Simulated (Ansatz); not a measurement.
## Abstraction of Cl: CH2BrCl + NbCl4 → CH2Br + NbCl5

Species: CH2BrCl (bromochloromethane) `ClCBr`, singlet; NbCl4 `[Cl][Nb]([Cl])([Cl])[Cl]`, doublet; CH2Br `[CH2]Br`, doublet; NbCl5 `[Cl][Nb]([Cl])([Cl])([Cl])[Cl]`, singlet. A radical takes Cl: the energy is the difference in strength between the C–Cl bond broken and the Nb–Cl bond made.

Shapes, held fixed at every level: PBE0-D4/def2-TZVP. Programs: Ansatz 0.2.0. The zero-point and thermal change to 298 K, harmonic and unscaled (PBE0-D4/def2-TZVP), is -9.5 kJ/mol.

| level | kind | ΔH(298 K) (kJ/mol) | less CCSD(T)/def2-TZVPP |
| --- | --- | --- | --- |
| MP2/def2-TZVPP | perturbation theory | +16.7 | -30.5 |
| HF/def2-SVP | Hartree–Fock | +115.2 | +68.0 |
| SPW92/def2-TZVPP | LDA | +10.0 | -37.2 |
| BHLYP-D4/def2-TZVPP | global hybrid | +74.5 | +27.3 |
| wB97M-V/def2-TZVPP | range-separated hybrid | +65.1 | +17.9 |
| CCSD(T)/def2-SVP | coupled cluster or CI | +33.4 | -13.8 |
| CCSD/def2-TZVPP | coupled cluster or CI | +73.2 | +26.0 |
| CCSD(T)/def2-TZVPP | coupled cluster or CI | +47.2 | 0.0 |

The highest level, CCSD(T)/def2-TZVPP, gives ΔH(298 K) = +47.2 kJ/mol; the levels span +10.0 to +115.2. The column of differences is taken from that level and isn't an error. No measured value is set beside it here. Open shells run unrestricted. For atoms past krypton def2 sets carry core potentials with scalar relativity. Relativity is left out for Br. Outer-core shells of Br, Nb are correlated, in sets that cover them unevenly.
